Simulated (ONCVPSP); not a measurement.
Reading a pseudo-wave (Al (Z = 13))

Columns: radius, all-electron u(r) and pseudo u(r) of the 3p shell (level -3.04 eV) of aluminium in the configuration [Ne] 3s1.5 3p1.5; PBE, scalar-relativistic, ONCV scheme, ONCVPSP 4.0.1.

```json
{"r (bohr)": "0.095", "all-electron": "-0.0701", "pseudo": "0.0024"}
{"r (bohr)": "0.190", "all-electron": "-0.1602", "pseudo": "0.0093"}
{"r (bohr)": "0.285", "all-electron": "-0.2106", "pseudo": "0.0203"}
{"r (bohr)": "0.380", "all-electron": "-0.2191", "pseudo": "0.0353"}
{"r (bohr)": "0.475", "all-electron": "-0.1961", "pseudo": "0.0541"}
{"r (bohr)": "0.570", "all-electron": "-0.1528", "pseudo": "0.0767"}
{"r (bohr)": "0.665", "all-electron": "-0.0977", "pseudo": "0.1024"}
{"r (bohr)": "0.760", "all-electron": "-0.0367", "pseudo": "0.1306"}
{"r (bohr)": "0.855", "all-electron": "0.0260", "pseudo": "0.1606"}
{"r (bohr)": "0.950", "all-electron": "0.0879", "pseudo": "0.1920"}
{"r (bohr)": "1.045", "all-electron": "0.1472", "pseudo": "0.2247"}
{"r (bohr)": "1.140", "all-electron": "0.2030", "pseudo": "0.2585"}
{"r (bohr)": "1.235", "all-electron": "0.2546", "pseudo": "0.2925"}
{"r (bohr)": "1.330", "all-electron": "0.3018", "pseudo": "0.3256"}
{"r (bohr)": "1.425", "all-electron": "0.3445", "pseudo": "0.3573"}
{"r (bohr)": "1.520", "all-electron": "0.3830", "pseudo": "0.3879"}
{"r (bohr)": "1.615", "all-electron": "0.4174", "pseudo": "0.4183"}
{"r (bohr)": "1.710", "all-electron": "0.4480", "pseudo": "0.4480"}
{"r (bohr)": "1.805", "all-electron": "0.4746", "pseudo": "0.4746"}
{"r (bohr)": "1.900", "all-electron": "0.4974", "pseudo": "0.4974"}
{"r (bohr)": "1.995", "all-electron": "0.5165", "pseudo": "0.5166"}
{"r (bohr)": "2.090", "all-electron": "0.5322", "pseudo": "0.5323"}
{"r (bohr)": "2.185", "all-electron": "0.5447", "pseudo": "0.5447"}
{"r (bohr)": "2.280", "all-electron": "0.5541", "pseudo": "0.5542"}
{"r (bohr)": "2.375", "all-electron": "0.5609", "pseudo": "0.5609"}
{"r (bohr)": "2.470", "all-electron": "0.5650", "pseudo": "0.5651"}
```

Problem. How many radial nodes do the two functions have?

Solution. The all-electron 3p function has n − l − 1 = 1; the pseudo-wave has 0, since the states of the same l below it are removed with the core.

Problem. At about which radius was the pseudo-wave matched?

Solution. 1.70 bohr, where the columns begin to agree (steps of 0.10 bohr).

Problem. Is the pseudo-wave norm-conserving?

Solution. Yes: the ONCV scheme keeps the norm inside the radius equal to the all-electron one, which fixes the energy derivative of the logarithmic derivative at the level.
